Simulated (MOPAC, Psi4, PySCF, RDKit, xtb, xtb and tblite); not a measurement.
Two geometries of SMILES C[CH2][GeH3] (C2H8Ge), relaxed at GFN2-xTB with one dihedral held; other torsions can differ between them too.

Structure A

```
11

C     -1.3191     0.0868     0.3083
C     -0.4771    -0.1378    -0.9553
Ge    -1.5690    -0.5357    -2.5515
H     -2.3846    -0.0137     0.1015
H     -1.1571     1.0821     0.7149
H     -1.0661    -0.6350     1.0810
H      0.1340     0.7414    -1.1644
H      0.2240    -0.9595    -0.8021
H     -0.7316    -0.7389    -3.7755
H     -2.5320     0.5733    -2.8364
H     -2.3896    -1.7705    -2.3506
```

Structure B

```
11

C     -1.3126     0.0949     0.2964
C     -0.4337    -0.1000    -0.9422
Ge     0.3361     1.5894    -1.6143
H     -2.3660     0.1009     0.0263
H     -1.0802     1.0252     0.8119
H     -1.1697    -0.7216     1.0029
H      0.4053    -0.7565    -0.6998
H     -0.9931    -0.6014    -1.7319
H      1.2020     1.3752    -2.8161
H      1.1747     2.2338    -0.5564
H     -0.7174     2.5831    -1.9899
```

Task: Which is lower in energy at the level DF-MP2 (frozen core)/cc-pVTZ // GFN2-xTB (Psi4), and by how much?

Result: B is lower, by 0.85 kcal/mol (dihedral H4–C1–C2–Ge3: 0° in A, 100° in B).

E(B) − E(A) in kcal/mol at the other levels, on the same two geometries: GFN2-xTB (xtb and tblite) -0.72; PBE0/def2-TZVP // GFN2-xTB (Psi4) -0.77; PBE0-D3(BJ)/def2-TZVP // GFN2-xTB (Psi4) -0.77; PBE/def2-TZVP // GFN2-xTB (Psi4) -0.73; PBE-D3(BJ)/def2-TZVP // GFN2-xTB (Psi4) -0.73; HF/cc-pVTZ // GFN2-xTB (Psi4) -0.84; UFF // GFN2-xTB (RDKit) -0.98; PM3, restricted, heats of formation // GFN2-xTB (MOPAC) -0.37; PM7, restricted, heats of formation // GFN2-xTB (MOPAC) -0.35; GFN1-xTB // GFN2-xTB (xtb) -0.60; restricted B3LYP/6-31G*, spherical d // GFN2-xTB (PySCF) -0.78; restricted Hartree-Fock/6-31G*, spherical d // GFN2-xTB (PySCF) -0.84.
